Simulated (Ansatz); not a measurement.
Reaction (ligand exchange at a B–F bond): `FBF` + `O[SiH2]S` → `O[SiH2]SBF` + H–F

Isolated molecules relaxed with PBE0-D4/def2-TZVP in Ansatz; ΔE leaves out vibrations. CCSD(T)/CBS is the MP2 limit (def2-TZVPP, def2-QZVPP) plus CCSD(T) − MP2 in def2-TZVPP, frozen cores. This one scheme is used for every species. DFT in def2-TZVPP. Each species was taken in one conformer, which may not be the lowest.

`FBF`:

Z-matrix (Å, degrees):
```
B
F 1 1.313
F 1 1.313 2 118.1
H 1 1.191 2 121.0 3 180.0
```

`O[SiH2]S`:

Z-matrix (Å, degrees):
```
Si
S 1 2.133
O 1 1.642 2 113.5
H 1 1.478 2 111.7 3 117.8
H 1 1.484 2 102.9 3 -122.0
H 2 1.344 1 94.6 3 -65.2
H 3 0.959 1 117.2 2 -51.2
```

`O[SiH2]SBF`:

Cartesian coordinates in Å:
```
O -0.866 1.131 -1.296
Si -0.413 -0.416 -1.003
S -0.483 -0.922 1.084
B 0.953 0.031 1.612
F 1.258 0.041 2.897
H -1.730 1.415 -0.994
H 0.966 -0.527 -1.517
H -1.328 -1.398 -1.636
H 1.643 0.644 0.852
```

H–F:

```xyz
2

F     0.015    0.149    0.435
H    -0.015   -0.149   -0.435
```

Question: Is it downhill or uphill in electronic energy at CCSD(T)/CBS, and by how much? (Estimate.)

Answer: The calculation gave: Uphill: ΔE = +19.7 kcal/mol.

Question: What do these levels give: r2SCAN-D4, PBE0-D4, ωB97X-V, ωB97M-V, r2SCAN, CCSD(T)/def2-TZVPP? (Estimate.)

Answer: The calculation gave: r2SCAN-D4 20.8, PBE0-D4 19.2, ωB97X-V 21.3, ωB97M-V 21.4, r2SCAN 21.1, CCSD(T)/def2-TZVPP 20.9 kcal/mol.

Largest T1 diagnostic among the species: 0.013.

In def2-TZVPP, CCSD(T) changes the Hartree–Fock value by −6.1 kcal/mol (the triples alone add −1.1 kcal/mol) and MP2 by −7.3 kcal/mol. The D4 term adds −1.9 kcal/mol with B3LYP and −1.0 kcal/mol with PBE0; it sums over pairs of atoms, weighted by their polarisabilities, and B3LYP, whose exchange is more repulsive, gets the larger term.

B3LYP here is the variant with VWN-RPA as its local correlation; programs differ in this.
